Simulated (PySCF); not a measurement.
**Working with the constants of K₂**

RHF-CCSD(T) constants of K₂, ¹Σg⁺ (singlet), closed shell (K def2-SVP; no relativity (PySCF 2.14); masses 38.9637 and 38.9637 u):

```
ωe              : 88.7 cm⁻¹
ωexe            : 0.335 cm⁻¹
Be              : 0.05178 cm⁻¹
αe              : 0.000137 cm⁻¹
D (centrifugal) : 7.06e-08 cm⁻¹
De to K + K     : 0.51 eV
```

(1) Give the vibrational terms G(v) and spacings up to v = 3.

(2) How well does the Morse estimate ωe²/(4ωexe) reproduce De, and what is D0?

Correlated steps freeze 10 core orbitals. Correlated levels converge slowly with the basis: in double zeta they bind strong bonds too weakly, by up to about 1 eV, and carry superposition errors of some tenths. Where the molecule has an RHF reference, its open-shell atoms are computed with UHF.

## Answers

(1) G(v) = ωe(v+½) − ωexe(v+½)².

| v | G(v) (cm⁻¹) | G(v) − G(v−1) | Bv (cm⁻¹) |
| --- | --- | --- | --- |
| 0 | 44.3 |  | 0.05171 |
| 1 | 132.3 | 88.0 | 0.05157 |
| 2 | 219.7 | 87.4 | 0.05144 |
| 3 | 306.3 | 86.7 | 0.05130 |

(2) It gives 0.73 eV, 143 % of the computed De. D0 = De − G(0) = 0.51 − 0.01 = 0.50 eV.
